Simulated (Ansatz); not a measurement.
Reaction (substitution at a C–B bond): `BCCBC` + H–F → `CBCCF` + BH₃

Gas-phase electronic energies from Ansatz, PBE0-D4/def2-TZVP geometries. CCSD(T)/CBS adds triple-zeta CCSD(T) − MP2 to the extrapolated MP2 energy (def2 sets, frozen cores). This one scheme is used for every species. DFT in def2-TZVPP. B3LYP here is the variant with VWN-RPA as its local correlation; programs differ in this. Each species was taken in one conformer, which may not be the lowest.

`BCCBC`:

Z-matrix (Å, degrees):
```
C
C 1 1.552
B 1 1.545 2 99.1
H 1 1.092 2 109.1 3 120.7
H 1 1.092 2 109.1 3 -120.7
B 2 1.566 1 117.7 3 178.5
H 2 1.102 1 111.3 3 -58.8
H 2 1.102 1 111.5 3 55.6
H 3 1.200 1 120.6 2 -86.6
H 3 1.200 1 120.6 2 85.8
C 6 1.553 2 125.1 1 -1.4
H 6 1.204 2 116.1 1 -179.1
H 11 1.091 6 115.5 2 15.7
H 11 1.093 6 112.8 2 143.2
H 11 1.102 6 105.9 2 -102.7
```

H–F:

Cartesian coordinates in Å:
```
F -0.233 -0.343 0.199
H 0.233 0.343 -0.199
```

`CBCCF`:

Cartesian coordinates in Å:
```
C 1.112 -1.375 0.056
B -0.363 -0.982 0.360
C -0.988 0.437 0.156
C -0.108 1.510 -0.423
F -0.800 2.708 -0.537
H 1.615 -1.441 1.034
H 1.687 -0.677 -0.555
H 1.196 -2.381 -0.365
H -1.085 -1.820 0.831
H -1.388 0.764 1.126
H -1.886 0.312 -0.467
H 0.765 1.700 0.209
H 0.243 1.245 -1.426
```

BH₃:

Cartesian coordinates in Å:
```
B 0.000 0.000 0.000
H -0.215 -0.673 0.962
H 1.110 0.372 -0.232
H -0.895 0.302 -0.730
```

| level | ΔE (kJ/mol) | difference from CCSD(T)/CBS |
| --- | --- | --- |
| PBE-D4 | 79.8 | -2.2 |
| r2SCAN-D4 | 74.9 | -7.1 |
| PBE0-D4 | 79.3 | -2.7 |
| B3LYP-D4 | 67.4 | -14.6 |
| ωB97X-V | 64.9 | -17.1 |
| ωB97M-V | 71.8 | -10.2 |
| B2PLYP | 68.6 | -13.4 |
| PBE | 75.9 | -6.1 |
| r2SCAN | 73.7 | -8.3 |
| PBE0 | 75.9 | -6.1 |
| B3LYP | 61.1 | -20.9 |
| HF/def2-TZVPP | 42.8 | -39.2 |
| MP2/def2-TZVPP | 87.2 | 5.2 |
| SCS-MP2/def2-TZVPP | 73.7 | -8.3 |
| CCSD/def2-TZVPP | 72.9 | -9.1 |
| CCSD(T)/def2-TZVPP | 76.6 | -5.4 |
| HF/def2-QZVPP | 43.3 | -38.7 |
| MP2/def2-QZVPP | 90.5 | 8.5 |
| SCS-MP2/def2-QZVPP | 77.2 | -4.8 |
| HF/CBS(def2) | 43.4 | -38.6 |
| MP2/CBS(def2) | 92.6 | 10.6 |
| CCSD/CBS(def2) | 78.3 | -3.7 |
| CCSD(T)/CBS | 82.0 | 0 |

Largest T1 diagnostic among the species: 0.010.

In def2-TZVPP, CCSD(T) changes the Hartree–Fock value by +33.8 kJ/mol (the triples alone add +3.7 kJ/mol) and MP2 by +44.4 kJ/mol. The D4 term adds +6.3 kJ/mol with B3LYP and +3.5 kJ/mol with PBE0; it sums over pairs of atoms, weighted by their polarisabilities, and B3LYP, whose exchange is more repulsive, gets the larger term.
